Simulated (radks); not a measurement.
The numbers below are computed, except where a source is named.
Orbital eigenvalues (eV) of the bromine ion Br+, [Ar] 3d10 4s2 4p4, of relativity; Dirac values are averaged over j with weights 2j + 1. Spin-unpolarised spherical Kohn-Sham, PBE, point nucleus unless stated (finite: rms radius 4.1629 fm), a radial shooting solver on a logarithmic mesh with Libxc functionals. A level marked "c x" has the speed of light scaled by that factor and shares open shells by 2j + 1; other Dirac levels either fill j = l - 1/2 first or share by 2j + 1.

shell  non-rel.
1s       -13099
2s      -1692.8
2p      -1527.0
3s      -240.85
3p      -182.85
3d      -79.520
4s      -29.614
4p      -17.482

Give the values at the level "Dirac, 2j+1 shares, finite nucleus".

Answer. 
shell  Dirac, 2j+1 shares, finite nucleus  change of magnitude (%)
1s                                 -13325                    +1.72
2s                                -1743.5                    +2.99
2p                                -1539.5                    +0.82
3s                                -249.19                    +3.46
3p                                -184.70                    +1.01
3d                                -77.884                    -2.06
4s                                -30.387                    +2.61
4p                                -17.474                    -0.05
